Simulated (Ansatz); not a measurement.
A run on C₂H₃F₂NSi, SMILES `C=C=N[SiH](F)F` with other settings.

```yaml
crystal:
  periodic: [false, false, false]
  atoms:
    - {symbol: C, position_ang: [-1.299771, -1.098971, 1.329216]}
    - {symbol: C, position_ang: [-0.482913, -0.904949, 0.409659]}
    - {symbol: N, position_ang: [0.083096, -0.278183, -0.546798]}
    - {symbol: Si, position_ang: [1.093218, 0.943090, -0.998297]}
    - {symbol: F, position_ang: [1.001826, 2.126189, 0.053128]}
    - {symbol: F, position_ang: [0.504718, 1.567702, -2.441614]}
    - {symbol: H, position_ang: [-2.303605, -1.070932, 1.349712]}
    - {symbol: H, position_ang: [-0.633270, -1.785277, 2.133689]}
    - {symbol: H, position_ang: [2.432772, 0.591838, -1.286436]}
basis:
  gaussian: {orbitals: cc-pVTZ}
hamiltonian: {xc: {name: LC-wPBE}}
accuracy: high
```

```sh
$ ansatz run in.yaml --threads 4 --pin off --events-out ev --progress --plain --max-ram 10444MiB
```

It prints (some lines left out):

```
Functional definition: LC-wPBE
3886 factors; integrals over basis functions are off by at most 2.2e-8 eV
716 factors; integrals over basis functions are off by at most 2.2e-9 eV
mean field evaluation 1: about -16915.2825 eV, gradient 6.0e1 eV
mean field evaluation 2: about -16916.1402 eV, gradient 6.1e1 eV
mean field evaluation 4: about -16921.1241 eV, gradient 2.0e0 eV
mean field evaluation 8: about -16921.1410 eV, gradient 3.1e-1 eV
mean field evaluation 16: about -16921.1415 eV, gradient 6.5e-4 eV
mean field -16921.14154520 eV, -621.8404822246 hartree, gradient 8.2e-8 eV, S^2 0.000000; 0 other end points of the search recorded, 0 dependent functions left out
reference -16921.14154520 eV, -621.8404822246 hartree; 27, 27 occupied and 199, 199 virtual orbitals, 3886 factors
Total energy: -16921.14154520 eV, -621.8404822246 hartree
```

Run time 7 s (4 threads of a server CPU on a shared host); peak host memory 1.4 GiB.
